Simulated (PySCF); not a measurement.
# Radial density of Ar²⁺ (argon, charge +2)

UHF, [Ne] 3s2 3p4, high-spin 3P determinant. Computed with PySCF 2.14 in x2c-QZVPPall with one added diffuse shell each of s, p, d, f type (10s7p5d3f1g, 86 functions), with the spin-free X2C one-electron Hamiltonian (Gaussian nucleus).

| r (bohr) | 4πr²ρ (e/bohr) | 4πr²(ρα − ρβ) |
| --- | --- | --- |
| 0.00163 | 0.1459 | 0.0000 |
| 0.00274 | 0.3818 | 0.0000 |
| 0.00461 | 0.9745 | 0.0000 |
| 0.00775 | 2.384 | 0.0001 |
| 0.0130 | 5.430 | 0.0004 |
| 0.0219 | 10.93 | 0.0016 |
| 0.0369 | 17.88 | 0.0081 |
| 0.0620 | 20.91 | 0.0388 |
| 0.104 | 16.29 | 0.1456 |
| 0.175 | 15.66 | 0.3412 |
| 0.295 | 21.16 | 0.3026 |
| 0.496 | 11.32 | -0.0102 |
| 0.835 | 4.238 | 0.9155 |
| 1.40 | 4.570 | 1.5265 |
| 2.36 | 0.9057 | 0.3182 |
| 3.97 | 0.01520 | 0.0048 |
| 6.68 | 1.410e-05 | 0.0000 |

Densities and radii are taken from the X2C orbitals without a picture-change correction, which distorts them close to the nucleus.

Question: Where is the radial spin density 4πr²(ρα − ρβ) most negative, and why is it negative at all?

Answer: Around r = 0.496 bohr, down to -0.0102 e/bohr: exchange with the open shell polarises the paired shells in an unrestricted calculation.
